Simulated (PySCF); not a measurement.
## Deuteron quadrupole couplings in `C[C@@H]1C[C@@H]2C[C@@]1(C)[SiH2][SiH2]2`

Compound: C₇H₁₆Si₂.
Cartesian coordinates in Å at the GFN2-xTB level; atoms count from 1:
```
atom  x, y, z in Å
C1     2.3516    0.1370    0.5932
C2     1.0247    0.4383   -0.1024
C3     0.2910    1.5986    0.6080
C4    -1.1067    1.0719    0.9592
C5    -0.8319   -0.4183    1.1481
C6     0.0114   -0.7359   -0.0915
C7     0.6387   -2.1214   -0.0395
Si8   -1.1863   -0.5181   -1.5941
Si9   -2.2778    1.2329   -0.5528
H10    2.9020   -0.6426    0.0717
H11    2.1922   -0.1768    1.6228
H12    2.9696    1.0338    0.6044
H13    1.2638    0.7166   -1.1351
H14    0.8275    1.8652    1.5217
H15    0.2507    2.4948   -0.0131
H16   -1.4886    1.5411    1.8677
H17   -0.2539   -0.5930    2.0610
H18   -1.7407   -1.0216    1.2102
H19    1.2710   -2.2918   -0.9090
H20    1.2379   -2.2644    0.8583
H21   -0.1433   -2.8793   -0.0398
H22   -1.9364   -1.7652   -1.7973
H23   -0.4108   -0.2928   -2.8205
H24   -3.6695    1.0288   -0.1288
H25   -2.1971    2.5866   -1.1147
```

Level: PBE0/pcSseg-1 (PySCF, non-relativistic); Q(2H) = 0.00286 b; rigid geometry, the same for H and D, with no vibrational averaging.

**Question.** Rank these positions by the coupling χzz of a deuteron there, largest first.
A. H13 (methine hydrogen)
B. H11 (methyl hydrogen)
C. H22 (Si–H hydrogen)
D. H14 (methylene hydrogen)

**Answer.** B (212 kHz), D (204 kHz), A (198 kHz), C (109 kHz).

**Question.** Give the electric field gradient Vzz (the principal value of largest size), its asymmetry and the 2H coupling at each hydrogen.

**Answer.** 
```tsv
atom	bonded to	bond length (Å)	Vzz (au)	η	χzz (kHz)
H10	C1	1.087	0.3154	0.01	212
H11	C1	1.088	0.3148	0.02	212
H12	C1	1.089	0.3132	0.01	210
H13	C2	1.096	0.2945	0.03	198
H14	C3	1.093	0.3030	0.02	204
H15	C3	1.091	0.3064	0.01	206
H16	C4	1.092	0.3126	0.02	210
H17	C5	1.095	0.3022	0.01	203
H18	C5	1.093	0.3059	0.02	206
H19	C7	1.089	0.3145	0.01	211
H20	C7	1.089	0.3128	0.02	210
H21	C7	1.089	0.3128	0.02	210
H22	Si8	1.469	0.1622	0.02	109
H23	Si8	1.468	0.1630	0.02	110
H24	Si9	1.469	0.1622	0.02	109
H25	Si9	1.468	0.1629	0.03	109
```

**Question.** Average by the element that carries the hydrogen.

**Answer.** on C: 208 kHz over 12 positions, mean bond length 1.091 Å; on Si: 109 kHz over 4 positions, mean bond length 1.469 Å.

**Question.** How does χzz go with the bond length over the 12 C–H bonds?

**Answer.** A straight-line fit has a slope of -15.4 kHz for each 0.01 Å, with a correlation coefficient of -0.95, over lengths from 1.087 to 1.096 Å. The longer bonds have the smaller couplings here.

**Question.** Give the 2H NMR doublet splittings at H21 for a magnetic field along the z, y and x axes of the gradient: 3χ/2, 3χ(1 + η)/4, 3χ(1 − η)/4.

**Answer.** With |χ| = 210.2 kHz and η = 0.015: 315, 160 and 155 kHz, to first order and without motion.

Geometry: GFN2-xTB; no solvent, vibrations or thermal averaging. GFN2-xTB bond lengths can be off by several hundredths of an ångström, more for odd bonds, and the gradients follow them. With so small a basis the couplings can be 20 % off.
